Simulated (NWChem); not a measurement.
System: C$_{2}$H$_{6}$BNO; SMILES C1OCB1N

Input file for NWChem:

```
start job
memory heap 200 mb stack 900 mb global 1100 mb
geometry units angstroms noautosym nocenter noautoz
  N      0.000000     0.000000    -1.970270
  B      0.000000     0.000000    -0.585567
  C      0.000000     1.073976     0.583913
  O      0.000000     0.000000     1.539792
  C      0.000000    -1.073976     0.583913
  H      0.000000    -0.847567    -2.523073
  H      0.000000     0.847567    -2.523073
  H      0.892275     1.721238     0.688326
  H     -0.892275     1.721238     0.688326
  H      0.892275    -1.721238     0.688326
  H     -0.892275    -1.721238     0.688326
end
basis spherical
  N library def2-svp
  B library def2-svp
  C library def2-svp
  O library def2-svp
  H library def2-svp
end
dft
  xc b3lyp
  iterations 150
  mulliken
end
task dft energy
esp
  recalculate
  probe 0.07
  range 0.3
  factor 1.0
  spacing 0.02
end
task esp
```

Excerpt of the output:

```
             Northwest Computational Chemistry Package (NWChem) 7.3.0
             --------------------------------------------------------

                             Geometry "geometry" -> ""
                             -------------------------

 Output coordinates in angstroms (scale by  1.889725989 to convert to a.u.)

  No.       Tag          Charge          X              Y              Z
 ---- ---------------- ---------- -------------- -------------- --------------
    1 N                    7.0000     0.00000000     0.00000000    -1.97027000
    2 B                    5.0000     0.00000000     0.00000000    -0.58556700
    3 C                    6.0000     0.00000000     1.07397600     0.58391300
    4 O                    8.0000     0.00000000     0.00000000     1.53979200
    5 C                    6.0000     0.00000000    -1.07397600     0.58391300
    6 H                    1.0000     0.00000000    -0.84756700    -2.52307300
    7 H                    1.0000     0.00000000     0.84756700    -2.52307300
    8 H                    1.0000     0.89227500     1.72123800     0.68832600
    9 H                    1.0000    -0.89227500     1.72123800     0.68832600
   10 H                    1.0000     0.89227500    -1.72123800     0.68832600
   11 H                    1.0000    -0.89227500    -1.72123800     0.68832600

 Effective nuclear repulsion energy (a.u.)     163.1207025199

                                 NWChem DFT Module
                                 -----------------

 Summary of "ao basis" -> "ao basis" (spherical)
 ------------------------------------------------------------------------------
       Tag                 Description            Shells   Functions and Types
 ---------------- ------------------------------  ------  ---------------------
 N                          def2-svp                 6       14   3s2p1d
 B                          def2-svp                 6       14   3s2p1d
 C                          def2-svp                 6       14   3s2p1d
 O                          def2-svp                 6       14   3s2p1d
 H                          def2-svp                 3        5   2s1p

            General Information
            -------------------
          SCF calculation type: DFT
          Wavefunction type:  closed shell.
          No. of atoms     :    11
          No. of electrons :    38
           Alpha electrons :    19
            Beta electrons :    19
          Charge           :     0
          Spin multiplicity:     1
          Use of symmetry is: off; symmetry adaption is: off
          Maximum number of iterations: 150
          AO basis - number of functions:   100
                     number of shells:    48
          Convergence on energy requested:  1.00D-06
          Convergence on density requested:  1.00D-05
          Convergence on gradient requested:  5.00D-04

              XC Information
              --------------
                         B3LYP Method XC Potential
                     Hartree-Fock (Exact) Exchange  0.200
                        Slater Exchange Functional  0.800 local
                    Becke 1988 Exchange Functional  0.720 non-local
              Lee-Yang-Parr Correlation Functional  0.810
                  VWN I RPA Correlation Functional  0.190 local

[...]

                     NWChem Electrostatic Potential Fit Module
                     -----------------------------------------

 Atom parameters

 Number of atoms is                                   11
 Number of basis functions is                        100

 Grid parameters

 Maximum number of grid points is                  42418
 Number of grid points is                          42417
 Grid range                                     0.300000 nm
 Grid spacing                                   0.020000 nm
 Probe radius                                   0.070000 nm
 Atom radius factor                             1.000000

 Atomic radii

    1    0.100000
    5    0.158000
    6    0.147000
    7    0.140000
    8    0.136000
 FASTESP  F
  using M.O. file = ./job.movecs

    Atom              Coordinates                           Charge

                                                  ESP

    1 N     0.000000    0.000000   -0.197027   -0.688076
    2 B     0.000000    0.000000   -0.058557    0.079022
    3 C     0.000000    0.107398    0.058391    0.335823
    4 O     0.000000    0.000000    0.153979   -0.501600
    5 C     0.000000   -0.107398    0.058391    0.329402
    6 H     0.000000   -0.084757   -0.252307    0.316412
    7 H     0.000000    0.084757   -0.252307    0.317062
    8 H     0.089228    0.172124    0.068833   -0.048252
    9 H    -0.089228    0.172124    0.068833   -0.048339
   10 H     0.089228   -0.172124    0.068833   -0.045990
   11 H    -0.089228   -0.172124    0.068833   -0.045462
                                            ------------
                                               -0.000000

 Dipole moment                                  1.516019

 Quadrupole moment Qxx                         -1.092811
                   Qyy                          7.638143
                   Qzz                         -6.545331

 RMS deviation kJ/mol                           0.058227

 RRMS %                                        23.209396
```

Level: B3LYP/def2-SVP. The geometry was optimised at PBE0/def2-SVP.
